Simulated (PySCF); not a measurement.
Job file and geometry (Å, from PBE0-D3(BJ)/def2-SVP) of an NMR shielding run on Si8Cl8 cubane, GIAO PBE0/pcSseg-1 NMR shielding, non-relativistic, gas phase in PySCF; density fitting, a coarse starting grid and PySCF grid level 2 are the driver's defaults:

```
$ OMP_NUM_THREADS=2 python probes_run.py task.json out

{"job": {"kind": "nmr", "xc": "PBE0", "basis": "pcSseg-1"}, "charge": 0, "multiplicity": 1}
Si    -1.613327     1.301088     0.097792
Cl    -3.165775     2.653134     0.148716
Si    -1.077661    -0.345904     1.736486
Cl    -2.097928    -0.709561     3.488192
Si    -0.685212    -1.962176     0.015878
Cl    -1.412281    -3.888669     0.015112
Si    -1.238835    -0.312197    -1.637120
Cl    -2.481800    -0.651815    -3.244629
Si     1.049801     0.346800    -1.738319
Cl     2.172826     0.662131    -3.434348
Si     0.695928     1.943854     0.002058
Cl     1.354218     3.894768    -0.013478
Si     1.234310     0.299759     1.647510
Cl     2.384843     0.598118     3.327965
Si     1.608960    -1.306124    -0.084322
Cl     3.237583    -2.557145    -0.261082
```

Question: Write the output of this run.

Answer: 
```
coarse grid: 25984 points
cycle   1  E = -5995.3579819583  dE =  2.400e+00  |g| = 6.675e-01  |ddm| = 6.315e+00
cycle   2  E = -5994.9895276082  dE =  3.685e-01  |g| = 1.310e+00  |ddm| = 3.264e+00
cycle   3  E = -5995.4896214977  dE = -5.001e-01  |g| = 9.898e-02  |ddm| = 2.294e+00
cycle   4  E = -5995.4920723056  dE = -2.451e-03  |g| = 4.497e-02  |ddm| = 2.278e-01
cycle   5  E = -5995.4927519982  dE = -6.797e-04  |g| = 4.667e-03  |ddm| = 8.426e-02
cycle   6  E = -5995.4927563967  dE = -4.398e-06  |g| = 1.223e-03  |ddm| = 1.276e-02
final grid: 189376 points
cycle   7  E = -5995.5693081774  dE = -6.615e-05  |g| = 7.265e-03  |ddm| = 2.945e-02
cycle   8  E = -5995.5693070336  dE =  1.144e-06  |g| = 4.880e-03  |ddm| = 1.800e-02
cycle   9  E = -5995.5693093630  dE = -2.329e-06  |g| = 2.762e-03  |ddm| = 1.268e-02
cycle  10  E = -5995.5693117765  dE = -2.414e-06  |g| = 1.868e-04  |ddm| = 4.634e-03
cycle  11  E = -5995.5693117865  dE = -1.003e-08  |g| = 5.126e-05  |ddm| = 4.178e-04
cycle  12  E = -5995.5693117872  dE = -7.058e-10  |g| = 2.114e-05  |ddm| = 1.224e-04
converged SCF energy = -5995.5693117872

GIAO shielding tensors (ppm)
atom      isotropic    diamagn.    paramagn.     s11        s22        s33       span
  0 Si     303.223     871.434    -568.211    223.234    342.622    343.813    120.579
  1 Cl    1062.220    1146.225     -84.006    911.002   1115.795   1159.862    248.860
  2 Si     303.873     871.448    -567.576    222.849    341.424    347.345    124.495
  3 Cl    1058.129    1146.188     -88.060    910.344   1110.199   1153.843    243.499
  4 Si     304.505     871.441    -566.936    225.269    342.052    346.195    120.925
  5 Cl    1060.366    1146.210     -85.844    911.672   1118.729   1150.698    239.026
  6 Si     304.067     871.410    -567.343    225.299    341.151    345.750    120.451
  7 Cl    1060.965    1146.217     -85.252    912.398   1119.295   1151.203    238.805
  8 Si     304.422     871.463    -567.041    224.268    342.891    346.106    121.838
  9 Cl    1061.165    1146.214     -85.049    910.482   1112.924   1160.088    249.606
 10 Si     305.553     871.453    -565.899    226.632    342.340    347.688    121.056
 11 Cl    1061.414    1146.215     -84.802    912.062   1123.152   1149.027    236.965
 12 Si     304.563     871.470    -566.907    226.311    341.508    345.869    119.558
 13 Cl    1063.076    1146.243     -83.167    912.069   1119.927   1157.233    245.164
 14 Si     302.497     871.384    -568.887    221.450    340.896    345.145    123.695
 15 Cl    1058.885    1146.201     -87.316    910.451   1112.811   1153.394    242.943
```

Question: Turn these shieldings into chemical shifts. Shifts are taken against calculated references (same method and geometry level): ²⁹Si (351.99 ppm) against TMS; HCl for ³⁵Cl (943.27 ppm).

Answer: Averaging equivalent atoms: Si 0/2/4/6/8/10/12/14: 47.9; Cl 1/3/5/7/9/11/13/15: -118 ppm. 

Size and cost of the density-fitted run: 384 basis functions, 3.5 min wall time (7.3 min CPU) on 2 threads of an Intel Xeon Platinum 8488C, shared host; peak memory 3.9 GiB.
